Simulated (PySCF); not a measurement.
Species: CH₁₁NSi₃.
Cartesian coordinates in Å at the GFN2-xTB level; atoms count from 1:
```xyz
16
CH11NSi3 angstrom
N      0.8140   -1.6846   -0.5151
Si     0.6897   -0.4625    0.7009
Si     1.9626    1.3318    0.0178
C     -1.1737   -0.0947    0.8557
Si    -2.1134    0.2224   -0.7602
H      0.1803   -2.4677   -0.4940
H      1.7251   -1.9944   -0.8101
H      1.1057   -0.9532    2.0430
H      2.5121    2.0679    1.1631
H      1.2432    2.3286   -0.7804
H      3.1282    0.9340   -0.7809
H     -1.2891    0.7751    1.5035
H     -1.6557   -0.9194    1.3826
H     -3.5048    0.5742   -0.4460
H     -1.5042    1.3326   -1.4960
H     -2.1278   -0.9812   -1.5953
```

Theory: PBE0/def2-SVPD in PySCF (dipole) on a GFN2-xTB geometry, gas phase.

Take the most abundant isotopes and a rigid rotor. The values belong to one conformer with, in the numbering `[NH2:1][Si@@H:2]([SiH3:3])[CH2:4][SiH3:5]`, H–N1–Si2–Si3 -167° and 53°, N1–Si2–C4–Si5 -49°.

Task: What are A, B and C (MHz)?

Result: Ia = 168.17, Ib = 381.01, Ic = 447.61 u·Å²; 505379 MHz·u·Å²/I gives A = 3005, B = 1326, C = 1129 MHz.

Task: What kind of rotor is it?

Result: An asymmetric top; Ray's κ = -0.790.

Task: What does the inertial defect say?

Result: Not planar: Δ = Ic − Ia − Ib = -101.56 u·Å². For a rigid frame Δ = −2 Σ m c², so Σ m c² = 50.78 u·Å² lies off the ab plane: 16.63 from hydrogen and 34.15 from heavier atoms. The atom farthest from that plane is 1.79 Å away.

Task: Give the other two planar moments, Paa and Pbb, and the rms extents of the mass along the axes.

Result: Paa = Σ m a² = (Ib + Ic − Ia)/2 = 330.23 and Pbb = Σ m b² = (Ia + Ic − Ib)/2 = 117.39 u·Å². With the mass M = 121.02 u, the rms extents √(P/M) along a, b and c are 1.65, 0.98, 0.65 Å.

Task: Where do the levels up to J = 3 lie, in MHz?

Result: Above 0(0,0):
J = 1: 1(0,1) 2455, 1(1,1) 4134, 1(1,0) 4332
J = 2: 2(0,2) 7350, 2(1,2) 8848, 2(1,1) 9440, 2(2,1) 14476, 2(2,0) 14493
J = 3: 3(0,3) 14652, 3(1,3) 15908, 3(1,2) 17092, 3(2,2) 21843, 3(2,1) 21924, 3(3,1) 30740, 3(3,0) 30741
Those of J = 1 are B + C, A + C and A + B.

Task: Predict some low-J microwave lines.

Result: The dipole components are |μa| = 0.09 D, |μb| = 1.38 D, |μc| = 0.30 D. The squared components, which scale the intensities, stand as 0.00 : 1.00 : 0.05 (a : b : c). Some lines, for components of 0.1 D or more:

| type | branch | J(Ka,Kc) | MHz | lower level (cm⁻¹) |
| --- | --- | --- | --- | --- |
| c | Q | 4(1,4) ← 4(0,4) | 989 | 0.811 |
| b | Q | 1(1,0) ← 1(0,1) | 1876 | 0.082 |
| b | Q | 3(1,2) ← 3(0,3) | 2440 | 0.489 |
| b | R | 3(1,2) ← 2(2,1) | 2615 | 0.483 |
| c | Q | 5(2,4) ← 5(1,4) | 3930 | 1.333 |
| b | Q | 4(2,3) ← 4(1,4) | 6347 | 0.844 |
| b | Q | 5(3,2) ← 5(2,3) | 8511 | 1.482 |
| b | R | 3(3,0) ← 2(2,1) | 16265 | 0.483 |
| b | R | 4(4,1) ← 3(3,0) | 22266 | 1.025 |
| c | R | 5(5,1) ← 4(4,1) | 28277 | 1.768 |

Task: Estimate the classical rotational partition function at 10 K, 50 K and 298.15 K.

Result: Point group C1, symmetry number σ = 1; q = (√π/σ)·√((kT/h)³/(ABC)), k/h = 20836.6 MHz/K: 2510 at 10 K, 28100 at 50 K, 409000 at 298.15 K.

Not checked by GFN2-xTB frequencies. These are rigid-rotor constants of the computed structure; measured ground-state constants (B0) also hold zero-point vibration. A rigid rotor knows nothing of inversion at nitrogen or internal rotation, which can split or shift real lines. Quadrupole hyperfine structure (14N) is left out.
